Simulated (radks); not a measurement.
Results of a calculation; reference values are marked as such.
Spin polarisation of the 3d1 shell in the titanium ion Ti3+. Start: [Ar] 3d(up 0.5, down 0.5); electrons of 3d are moved from spin down to spin up, other shells keep equal spins. Level of theory: non-relativistic Kohn-Sham, r2SCAN, spin-polarised, spherical densities, point nucleus; meta-GGA in the generalised Kohn-Sham scheme (a radial shooting solver on a logarithmic mesh with Libxc functionals).

moment (Bohr magnetons) = 0: E - E(0) (eV) 0.000; e(3d up) (eV) -34.256; e(3d down) (eV) -34.256; 3p down minus up (eV) 0.000
moment (Bohr magnetons) = 0.25: E - E(0) (eV) -0.024; e(3d up) (eV) -34.443; e(3d down) (eV) -34.057; 3p down minus up (eV) 0.363
moment (Bohr magnetons) = 0.5: E - E(0) (eV) -0.097; e(3d up) (eV) -34.622; e(3d down) (eV) -33.845; 3p down minus up (eV) 0.727
moment (Bohr magnetons) = 0.75: E - E(0) (eV) -0.219; e(3d up) (eV) -34.793; e(3d down) (eV) -33.615; 3p down minus up (eV) 1.092
moment (Bohr magnetons) = 1: E - E(0) (eV) -0.392; e(3d up) (eV) -34.958; e(3d down) (eV) -33.352; 3p down minus up (eV) 1.461

At moment 1 the spin-polarisation energy is -0.392 eV and the 3d exchange splitting 1.606 eV, that is 1.606 eV per Bohr magneton; E = -I m^2/4 would give I = 1.569 eV.
